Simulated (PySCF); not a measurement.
C4H7BFN, SMILES C1=CCNB1CF.

Geometry optimised at PBE0-D3(BJ)/def2-SVP. The structure was generated by enumeration, and PubChem lists no compound with its InChIKey, so it may never have been made. The values are those of a single conformer.

Two levels are set side by side: TDA-PBE/def2-SVPD (PySCF) and TDA-LC-ωPBE/def2-SVPD (PySCF). Vertical, same geometry. The lowest singlet is HOMO−2→LUMO 100 % with PBE and HOMO→LUMO 92 % with the other functional; states are paired by order. Differences are taken from unrounded values.

```json
[
 {"quantity": "lowest singlet excitation (eV)", "TDA-LC-ωPBE": "6.69"},
 {"quantity": "lowest triplet excitation (TDA) (eV)", "TDA-LC-ωPBE": "3.91"},
 {"quantity": "first bright state (f over 0.05) (eV)", "TDA-LC-ωPBE": "6.69"},
 {"quantity": "its oscillator strength", "TDA-LC-ωPBE": "0.08"}
]
```

What does TDA-PBE give, and how far is it from TDA-LC-ωPBE? (An estimate is asked for; the answer gives what the named calculation found.)


```
quantity                               TDA-PBE  TDA-PBE minus TDA-LC-ωPBE
-------------------------------------  -------  -------------------------
lowest singlet excitation (eV)            5.48                      -1.21
lowest triplet excitation (TDA) (eV)      4.02                       0.10
first bright state (f over 0.05) (eV)     5.61                      -1.08
its oscillator strength                   0.05                      -0.03
```

Functionals without exact exchange tend to place singlet excitations lower, as here. Differences between two approximate levels are no errors against the true value.

Rough cost on one machine, each run with all the roots and properties that it gave: TDA-LC-ωPBE against TDA-PBE about 3 times.
